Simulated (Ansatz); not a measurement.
Species: GaO$_{2}$H$_{3}$, charge 0, singlet. GaO2H3 (SMILES [OH][GaH][OH]).
B3LYP-D3(BJ)/def2-TZVP minimum from Ansatz (a first-principles code):
```xyz
6

Ga    -0.2444    -0.1803    -0.1474
H     -1.3560    -1.0313    -0.8052
O      0.0161     1.5282    -0.6015
H      0.7394     1.9395    -0.1161
O      0.9076    -0.7368     1.1142
H      0.8029    -1.6524     1.3889
```
Charge 0, spin multiplicity 1.

Wanted: atomisation energy (electronic, to ground-state atoms), in kcal/mol. UHF or UKS for unpaired electrons; spin-orbit terms are left out. Correlated methods leave the cores frozen (noble-gas shells, and filled d and f shells in the p block). No relativity. CBS(X,Y): correlation extrapolated as X^-3, Hartree-Fock from the larger set (Q,5: extrapolated as (X+1)exp(-9√X)). A bracket is a step between two methods taken in the basis named. Double hybrids freeze cores in their MP2 part. For partners of very few electrons the exact lower level stands in for a higher one.

CCSD(T)/CBS(cc-pVQZ,cc-pV5Z) + [CCSDT(Q) - CCSD(T)]/cc-pVTZ (Ansatz) gives 471.8 kcal/mol.

Problem. What does PBE/def2-TZVPD (Ansatz) give here, and how do the other levels compare?

Solution. PBE gives 468.3 kcal/mol, 3.5 kcal/mol below it. Differences of the others: r2SCAN/def2-TZVPD (Ansatz) -6.1; B3LYP/def2-TZVPD (Ansatz) -16.2; PBE0/def2-TZVPD (Ansatz) -17.8; wB97M-V/def2-TZVPD (Ansatz) -8.4; B2PLYP/def2-TZVPD (Ansatz) -13.5; CCSD(T)/CBS(cc-pVQZ,cc-pV5Z) (Ansatz) -0.3 kcal/mol.
